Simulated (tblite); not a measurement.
Isomers of [C6H10O]+ (charge +1 and doublet state). Computed values, GFN2-xTB/tblite, gas phase, harmonic and unscaled. Against measured fundamentals such values can be off by several per cent, at times by over 20. One conformer each. Open shells enter through the occupations alone, without spin polarisation, and single modes of such species can be off by tens of per cent.

Electronic energies: GFN2-xTB at the same geometries; isomer energies are rough at this level and their order can be wrong.

```tsv
SMILES	electronic energy, lowest = 0 (kcal/mol)
[CH2+][CH][C@@H]1C[C@H]1OC	0.0
[CH2+][CH]C(=O)C(C)C	4.0
[CH2+][CH][C@H](C=O)CC	9.5
```

How do GFN2-xTB zero-point energies change the relative energies?

```csv
SMILES,ZPE (kcal/mol),of it from modes above 1550 cm⁻¹,electronic (kcal/mol),"with ZPE, lowest = 0 (kcal/mol)",lowest mode (cm⁻¹),rings
[CH2+][CH][C@@H]1C[C@H]1OC,88.2,45.7,0.0,0.0,63,1
[CH2+][CH]C(=O)C(C)C,87.6,48.2,4.0,3.4,46,0
[CH2+][CH][C@H](C=O)CC,87.8,47.4,9.5,9.1,106,0
```

The zero-point energies span 0.6 kcal/mol, from `[CH2+][CH]C(=O)C(C)C` to `[CH2+][CH][C@@H]1C[C@H]1OC`. The order is unchanged.

What do entropy and thermal enthalpy add at 298.15 K and 1 bar (rigid rotor, harmonic oscillator, one conformer each)?

```csv
SMILES,point group,symmetry number,S (cal/(mol K)),H − H(0) (kcal/mol),ZPE + H − H(0) − TS (kcal/mol)
[CH2+][CH][C@@H]1C[C@H]1OC,C1,1,90.8,5.89,67.1
[CH2+][CH]C(=O)C(C)C,C1,1,92.4,6.18,66.2
[CH2+][CH][C@H](C=O)CC,C1,1,87.6,5.73,67.4
```

S holds R ln(2S + 1) for the spin.
